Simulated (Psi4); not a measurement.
dimethyl diselenide (C₂H₆Se₂), singlet, geometry from GFN2-xTB; R2SCAN/3-21G (Psi4 1.11).

Here is a job for Psi4.
```
memory 2 GB

molecule mol {
0 1
  C     1.968559   -1.176134    0.159054
  Se    0.979498    0.507549    0.433550
  Se   -0.959918    0.039424   -0.694255
  C    -2.037413   -0.747376    0.757753
  H     2.964965   -1.030416    0.564544
  H     2.022396   -1.386605   -0.905073
  H     1.466846   -1.984399    0.683848
  H    -3.034512   -0.912441    0.361485
  H    -2.073845   -0.050680    1.590130
  H    -1.598429   -1.691481    1.068196
}

set basis 3-21g
set reference rks
set dft_spherical_points 590

energy('r2scan')
print_variables()
```

The log (banner, timings and long lists left out):

```
   => Loading Basis Set <=

    Name: 3-21G
    Role: ORBITAL
    Keyword: BASIS

         ---------------------------------------------------------
                                   SCF
               by Justin Turney, Rob Parrish, Andy Simmonett
                          and Daniel G. A. Smith
                              RKS Reference
         ---------------------------------------------------------

  ==> Geometry <==

    Molecular point group: c1
    Full point group: C1

    Geometry (in Angstrom), charge = 0, multiplicity = 1:

       Center              X                  Y                   Z               Mass
    ------------   -----------------  -----------------  -----------------  -----------------
         C            1.966010221435    -1.247330674325     0.192988624109    12.000000000000
         SE           0.976949221435     0.436352325675     0.467484624109    79.916521800000
         SE          -0.962466778565    -0.031772674325    -0.660320375891    79.916521800000
         C           -2.039961778565    -0.818572674325     0.791687624109    12.000000000000
         H            2.962416221435    -1.101612674325     0.598478624109     1.007825032230
         H            2.019847221435    -1.457801674325    -0.871138375891     1.007825032230
         H            1.464297221435    -2.055595674325     0.717782624109     1.007825032230
         H           -3.037060778565    -0.983637674325     0.395419624109     1.007825032230
         H           -2.076393778565    -0.121876674325     1.624064624109     1.007825032230
         H           -1.600977778565    -1.762677674325     1.102130624109     1.007825032230

  Running in c1 symmetry.

  Rotational constants: A =      0.17222  B =      0.04887  C =      0.04782 [cm^-1]
  Rotational constants: A =   5163.15313  B =   1465.17294  C =   1433.47618 [MHz]
  Nuclear repulsion =  543.933735621614801

  Charge       = 0
  Multiplicity = 1
  Electrons    = 86
  Nalpha       = 43
  Nbeta        = 43

  ==> Algorithm <==

  SCF Algorithm Type is DF.
  DIIS enabled.
  MOM disabled.
  Fractional occupation disabled.
  Guess Type is SAD.
  Energy threshold   = 1.00e-06
  Density threshold  = 1.00e-06
  Integral threshold = 1.00e-12

  ==> Primary Basis <==

  Basis Set: 3-21G
    Blend: 3-21G
    Number of shells: 42
    Number of basis functions: 76
    Number of Cartesian functions: 76
    Spherical Harmonics?: false
    Max angular momentum: 2

  ==> DFT Potential <==

   => LibXC <=

    Version 7.1.2
    S. Lehtola, C. Steigemann, M. J. T. Oliveira, and M. A. L. Marques,  SoftwareX 7, 1–5 (2018) (10.1016/j.softx.2017.11.002)

   => Composite Functional: R2SCAN <=

    r2SCAN Meta-GGA XC Functional  (0.1021/acs.jpclett.0c02405)
    J. W. Furness, A. D. Kaplan, J. Ning, J. P. Perdew, J. Sun  J. Phys. Chem. Lett.  11, 8208–8215, 2020

    Deriv               =              1
    GGA                 =           TRUE
    Meta                =           TRUE

    Exchange Hybrid     =          FALSE
    MP2 Hybrid          =          FALSE

   => Exchange Functionals <=

    1.0000   XC_MGGA_X_R2SCAN

   => Correlation Functionals <=

    1.0000   XC_MGGA_C_R2SCAN

   => LibXC Density Thresholds  <==

    XC_MGGA_C_R2SCAN:  1.00E-15
    XC_MGGA_X_R2SCAN:  1.00E-11

   => Molecular Quadrature <=

    Radial Scheme          =       TREUTLER
    Pruning Scheme         =           NONE
    Nuclear Scheme         =       TREUTLER

    Blocking Scheme        =         OCTREE
    BS radius alpha        =              1
    Pruning alpha          =              1
    Radial Points          =             75
    Spherical Points       =            590
    Total Points           =         414236
    Total Blocks           =           3029
    Max Points             =            256
    Max Functions          =             68
    Weights Tolerance      =       1.00E-15

   => Loading Basis Set <=

    Name: (3-21G AUX)
    Role: JKFIT
    Keyword: DF_BASIS_SCF

  ==> Integral Setup <==

  SCF_SUBTYPE=INCORE selected. In-core MEM_DF algorithm will be used.
  Using in-core AOs.

  ==> MemDFJK: Density-Fitted J/K Matrices <==

    J tasked:                   Yes
    K tasked:                    No
    wK tasked:                   No
    Algorithm:                 Core
    Schwarz Cutoff:           1E-12
    Mask sparsity (%):       9.0374
    Fitting Condition:        1E-10

   => Auxiliary Basis Set <=

  Basis Set: (3-21G AUX)
    Blend: DEF2-UNIVERSAL-JKFIT
    Number of shells: 206
    Number of basis functions: 1040
    Number of Cartesian functions: 1040
    Spherical Harmonics?: false
    Max angular momentum: 5

  Minimum eigenvalue in the overlap matrix is 6.0744127588E-03.
  Reciprocal condition number of the overlap matrix is 1.4764512320E-03.
    Using symmetric orthogonalization.

  ==> Pre-Iterations <==

  SCF Guess: Superposition of Atomic Densities via on-the-fly atomic UHF (no occupation information).

   -------------------------
    Irrep   Nso     Nmo
   -------------------------
     A         76      76
   -------------------------
    Total      76      76
   -------------------------

  ==> Iterations <==

                           Total Energy        Delta E     RMS |[F,P]|

   @DF-RKS iter SAD: -4854.66200377969290   -4.85466e+03   0.00000e+00
   @DF-RKS iter   1: -4859.09568767808196   -4.43368e+00   1.34379e-02 ADIIS/DIIS
   @DF-RKS iter   2: -4859.28199111315917   -1.86303e-01   8.42805e-03 ADIIS/DIIS
   @DF-RKS iter   3: -4859.48415568723794   -2.02165e-01   3.02864e-03 ADIIS/DIIS
   @DF-RKS iter   4: -4859.50880612454421   -2.46504e-02   9.02689e-04 ADIIS/DIIS
   @DF-RKS iter   5: -4859.51222012734434   -3.41400e-03   8.32041e-05 DIIS
   @DF-RKS iter   6: -4859.51225358028569   -3.34529e-05   7.25337e-06 DIIS
   @DF-RKS iter   7: -4859.51225383518704   -2.54901e-07   1.73122e-06 DIIS
   @DF-RKS iter   8: -4859.51225384654481   -1.13578e-08   1.31290e-07 DIIS
  Energy and wave function converged.

  ==> Post-Iterations <==

   Electrons on quadrature grid:
      Ntotal   =   85.9999977432 ; deviation = -2.257e-06

    Orbital Energies [Eh]
    ---------------------

    Doubly Occupied:

       1A   -450.345254     2A   -450.345240     3A    -57.578606
       4A    -57.578603     5A    -51.486050     6A    -51.485873
       7A    -51.484768     8A    -51.484708     9A    -51.481610
      10A    -51.481606    11A    -10.011912    12A    -10.011867
      13A     -7.703846    14A     -7.703825    15A     -5.598170
      16A     -5.597966    17A     -5.591940    18A     -5.591900
      19A     -5.579120    20A     -5.579120    21A     -1.907485
      22A     -1.907142    23A     -1.904817    24A     -1.904577
      25A     -1.894320    26A     -1.894262    27A     -1.890078
      28A     -1.889921    29A     -1.889634    30A     -1.888183
      31A     -0.755668    32A     -0.709460    33A     -0.635479
      34A     -0.544719    35A     -0.412115    36A     -0.402083
      37A     -0.400764    38A     -0.394379    39A     -0.353880
      40A     -0.321150    41A     -0.281344    42A     -0.202625
      43A     -0.201705

    Virtual:

      44A     -0.050325    45A      0.013211    46A      0.017905
      47A      0.119930    48A      0.148332    49A      0.164886
      50A      0.167711    51A      0.168171    52A      0.186436
      53A      0.491942    54A      0.509086    55A      0.516401
      56A      0.517684    57A      0.532060    58A      0.551795
      59A      0.612451    60A      0.629193    61A      0.720005
      62A      0.737694    63A      0.778403    64A      0.782830
      65A      0.829248    66A      0.852205    67A      1.031657
      68A      1.046847    69A      1.063880    70A      1.073107
      71A      1.094570    72A      1.108457    73A      1.685380
      74A      1.720085    75A     16.980018    76A     17.474157

    Final Occupation by Irrep:
              A
    DOCC [    43 ]
    NA   [    43 ]
    NB   [    43 ]

  @DF-RKS Final Energy: -4859.51225384654481

   => Energetics <=

    Nuclear Repulsion Energy =            543.9337356216148009
    One-Electron Energy =               -7854.5442664816564502
    Two-Electron Energy =                2638.1497987878028653
    DFT Exchange-Correlation Energy =    -187.0515217743055700
    Empirical Dispersion Energy =           0.0000000000000000
    VV10 Nonlocal Energy =                  0.0000000000000000
    Total Energy =                      -4859.5122538465448088

Computation Completed

Properties will be evaluated at   0.000000,   0.000000,   0.000000 [a0]

Properties computed using the SCF density matrix

 Multipole Moments:

 ------------------------------------------------------------------------------------
     Multipole            Electronic (a.u.)      Nuclear  (a.u.)        Total (a.u.)
 ------------------------------------------------------------------------------------

 L = 1.  Multiply by 2.5417464519 to convert [e a0] to [Debye]
 Dipole X            :          0.3893759           -0.4141863           -0.0248104
 Dipole Y            :         10.8775282          -11.5706305           -0.6931023
 Dipole Z            :         -5.1845827            5.5149383            0.3303556
 Magnitude           :                                                    0.7682065

 ------------------------------------------------------------------------------------

  Variable Map:
  ----------------------------------------------------------------------------
  "CURRENT ENERGY"              =>   -4859.512253846545
  "CURRENT REFERENCE ENERGY"    =>   -4859.512253846545
  "DD SOLVATION ENERGY"         =>       0.000000000000
  "DFT FUNCTIONAL TOTAL ENERGY" =>   -4859.512253846545
  "DFT TOTAL ENERGY"            =>   -4859.512253846545
  "DFT VV10 ENERGY"             =>       0.000000000000
  "DFT XC ENERGY"               =>    -187.051521774306
  "GRID ELECTRONS ALPHA"        =>      42.999998871600
  "GRID ELECTRONS BETA"         =>      42.999998871600
  "GRID ELECTRONS TOTAL"        =>      85.999997743199
  "NUCLEAR REPULSION ENERGY"    =>     543.933735621615
  "ONE-ELECTRON ENERGY"         =>   -7854.544266481656
  "PCM POLARIZATION ENERGY"     =>       0.000000000000
  "PE ENERGY"                   =>       0.000000000000
  "SCF ITERATION ENERGY"        =>   -4859.512253846545
  "SCF ITERATIONS"              =>       8.000000000000
  "SCF TOTAL ENERGY"            =>   -4859.512253846545
  "TWO-ELECTRON ENERGY"         =>    2638.149798787803
  "XC GRID RADIAL POINTS"       =>      75.000000000000
  "XC GRID SPHERICAL POINTS"    =>     590.000000000000
  "XC GRID TOTAL POINTS"        =>  414236.000000000000

  Array Variable Map:
  ----------------------------------------------------------------------------
  "CURRENT DIPOLE"              =>      -0.024810380420 ... 0.330355578426 1 by 3
  "SCF DIPOLE"                  =>      -0.024810380420 ... 0.330355578426 1 by 3
  "SCF TOTAL ENERGIES"          =>   -4854.662003779693 ... -4859.512253846545 1 by 9
```
